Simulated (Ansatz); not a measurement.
`[F][Zr]([F])([Cl])[Cl]` + H–F → `[F][Zr]([F])([F])[Cl]` + HCl at 500 K and 1 bar (ligand exchange at a Zr–Cl bond).

Calculated with Ansatz (gas phase, PBE0-D4/def2-TZVP geometries, no zero-point term in ΔE). CCSD(T)/CBS adds triple-zeta CCSD(T) − MP2 to the extrapolated MP2 energy (def2 sets, frozen cores). This one scheme is used for every species. def2 core potentials past Kr. For Zr outer-core shells are correlated without core-valence functions, which leaves a few kJ/mol of doubt a bond.

```
                 species  CCSD(T)/CBS energy (Eh)  H − E (kJ/mol)  S (J/(mol·K))
`[F][Zr]([F])([Cl])[Cl]`              -1166.45079            57.9          410.6
                     H–F               -100.39570            39.4          188.7
 `[F][Zr]([F])([F])[Cl]`               -806.47035            58.7          394.4
                     HCl               -460.38127            32.5          201.9
```

H − E and S are ideal-gas, rigid-rotor, harmonic terms from PBE0-D4/def2-TZVP. 1 Eh = 2625.50 kJ/mol, R = 8.31446 J/(mol·K).

Question: By hand: ΔE, ΔH, ΔS and ΔG.

Answer: ΔE = (-806.47035) + (-460.38127) − (-1166.45079) − (-100.39570) = -0.00513 Eh = -13.5 kJ/mol. Δ(H − E) = 58.7 + 32.5 − 57.9 − 39.4 = -6.1, so ΔH = -19.6 kJ/mol. ΔS = 394.4 + 201.9 − 410.6 − 188.7 = -3.0 J/(mol·K). ΔG = -19.6 − 500 × (-3.0)/1000 = -18.1 kJ/mol.

Question: By hand: the equilibrium constant, and the temperature at which ΔG would vanish if ΔH and ΔS stayed fixed.

Answer: log₁₀ K = −ΔG/(RT ln 10) = 1.9. ΔG = 0 at ΔH/ΔS = 6533 K, far beyond where these terms or the molecules hold.

The number of gas molecules stays the same, so ΔS is small and ΔH decides. A doubt of 5 kJ/mol in ΔE shifts log₁₀ K by 0.5 here. These are equilibria of isolated gas molecules and say nothing of rates. Largest T1 diagnostic: 0.017 (customary marks: 0.02 for closed shells, 0.045 for open ones).
